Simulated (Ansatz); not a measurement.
CH$_{3}$BiCl$_{2}$, SMILES `[CH3][Bi]([Cl])[Cl]` from Hartree–Fock to CCSD(T)

```xyz
7

C     0.2217   -0.1024   -0.9298
Bi   -0.5336    1.1002    0.7908
Cl    1.3765    0.5316    2.2034
Cl   -2.0826   -0.6470    1.5083
H    -0.5657   -0.1833   -1.6799
H     1.1016    0.3878   -1.3476
H     0.4822   -1.0869   -0.5451
```

The species carries charge 0 and has multiplicity 1. Correlated methods include outer-core shells of Bi, which these sets cover unevenly. Bi: def2 effective core potential. The geometry is a stationary point of PBE0-D4/def2-TZVP. Frozen core, restricted reference, Ansatz 0.2.0.

```csv
basis,HF (Eh),MP2 corr.
def2-SVP,-1171.91634,-0.52067
def2-TZVPP,-1172.29466,-0.99216
def2-QZVPP,-1172.32519,-1.16646
```

Problem. Estimate the CCSD correlation energy and the (T) correction in each basis where they were run (hartree).

Solution. 
```tsv
basis	CCSD corr.	(T)
def2-SVP	-0.56589	-0.01530
def2-TZVPP	-1.00317	-0.03720
```
